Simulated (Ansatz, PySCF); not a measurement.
GaH6N3, SMILES [NH2][Ga]([NH2])[NH2].

Geometry optimised at PBE-D3(BJ)/def2-SVP. The structure was generated by enumeration; whether it is a known compound was not checked. One conformer was computed; it need not be the lowest.

Vertical ionisation energy (IE) and electron affinity (EA) in eV. Rows of orbital energies are one-electron estimates. Where ΔSCF, EOM or ADC give a negative EA the extra electron is unbound and the value depends on the basis.

```tsv
level	IE	EA
−ε(HOMO), −ε(LUMO), PBE0/def2-TZVP (PySCF)	6.84	-0.04
−ε(HOMO), −ε(LUMO), PBE/def2-TZVP (PySCF)	5.40	0.82
ΔSCF, PBE0/def2-SVPD (Ansatz), final states of multiplicity 2 and 2	8.98	-0.68
ΔSCF, PBE/def2-SVPD (Ansatz), final states of multiplicity 2 and 2	8.52	-0.51
```

Task: What vertical singlet–triplet gap does ΔSCF give with PBE0/def2-SVPD (Ansatz, a program for electronic structure) and with PBE/def2-SVPD (Ansatz)? (Estimate from the structure and the level; the computed values follow.)

Result: 5.04 and 4.45 eV (triplet above singlet where positive).
